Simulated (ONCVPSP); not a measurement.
**Scattering properties, ONCV potential for cadmium (Cd)**

ONCVPSP 4.0.1 input, shortened (lines: element, Z, core and valence counts, functional; n l f; lmax; l rc ep ncon nbas qcut; lloc lpopt rc5 dvloc0; l nproj debl; icmod fcfact rcfact), LDA (Perdew-Wang 92), scalar-relativistic:

```
  Cd 48.00    7    3  -001012      upf
    1    0    2.00
    2    0    2.00
    2    1    6.00
    3    0    2.00
    3    1    6.00
    3    2   10.00
    4    0    2.00
    4    1    6.00
    4    2   10.00
    5    0    2.00
    2
    0    1.95    0.00    5    9    3.30
    1    1.10    0.00    4    8    7.30
    2    1.10    0.00    4    9   16.80
    2    5    1.10    0.00
    0    2    1.10
    1    2    1.50
    2    0    0.30
    0    0.00    0.00
```

In the p channel the program set the typed energies aside and used -2.462, 0.250 Ha.

The phase is arctan(r·R′/R) of the radial function R(r), unwrapped; energies in Ha, scanned from -4 to 5 Ha. A pole is an energy at which the radial function vanishes at the test radius. The pseudo phase is shifted by a multiple of π to meet the all-electron one at the reference energy, and phase errors are pseudo minus all-electron; the curves can meet again beyond the range given. Levels narrower than the energy grid can be missing from the lists of poles.

For each channel, where are the poles, and over which energies does the pseudopotential scatter like the atom?

```csv
channel,radius (bohr),reference energy (Ha),"poles, all-electron","poles, pseudo",unbroken range about the reference energy with phases within 0.05 rad,phase error 1 Ha above the reference energy (rad)
s,1.98,-0.22,"-3.85, 2.63","-3.12, 2.64",above -2.9,+0.000
p,1.12,-2.46,0.98,0.98,the whole range,-0.000
d,1.12,-0.44,3.90,3.80,the whole range,-0.001
```

Note: ghosts flagged at negative energy: s at -85.8 eV; GHOST(+) flagged for s at 259.2 eV. A true bound ghost makes a file unfit for plane-wave use.

Phases in the p channel:

```tsv
E (Ha)	all-electron	pseudo
-3.98	-0.412	-0.412
-3.50	-0.748	-0.748
-3.02	-0.986	-0.986
-2.54	-1.147	-1.147
-2.06	-1.260	-1.260
-1.58	-1.342	-1.342
-1.10	-1.405	-1.405
-0.62	-1.455	-1.455
-0.14	-1.496	-1.496
0.34	-1.531	-1.531
0.82	-1.561	-1.561
1.30	-1.589	-1.589
1.78	-1.615	-1.615
2.26	-1.639	-1.639
2.74	-1.663	-1.663
3.22	-1.687	-1.687
3.70	-1.712	-1.712
4.18	-1.738	-1.738
4.66	-1.766	-1.767
```
